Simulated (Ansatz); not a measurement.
```yaml
crystal:
  periodic: [false, false, false]
  atoms:
    - {symbol: S, position_ang: [-1.135654, 0.958958, -2.079717]}
    - {symbol: B, position_ang: [-0.459623, 0.573932, -0.392388]}
    - {symbol: Si, position_ang: [1.286033, 0.727118, 0.349408]}
    - {symbol: Si, position_ang: [-0.406943, -1.079219, 0.609449]}
    - {symbol: H, position_ang: [-2.269842, 0.061923, -2.224116]}
    - {symbol: H, position_ang: [1.622973, 1.209965, 1.666498]}
    - {symbol: H, position_ang: [2.428790, 0.698628, -0.555580]}
    - {symbol: H, position_ang: [-0.579815, -0.903630, 2.142879]}
    - {symbol: H, position_ang: [-0.711844, -2.366237, 0.165736]}
basis:
  gaussian: {orbitals: def2-TZVPD}
total_charge: 1
magnetization: {spin_polarized: true, initial_magnetization: 2}
hamiltonian: {xc: {name: B2PLYP}}
scf: {lower_state_search: full}
output: {forces: true}
```

```sh
$ ansatz run in.yaml --threads 2 --pin off --events-out ev --progress --plain --max-ram 4352MiB
```

(1) How does Ansatz answer? (Estimate.)

## Answers

(1) Ansatz gave: The program refused the input.
```
Error: a molecule whose nuclei and cores have a total charge of 54 cannot have a net charge of 1 together with 2 unpaired electrons
```
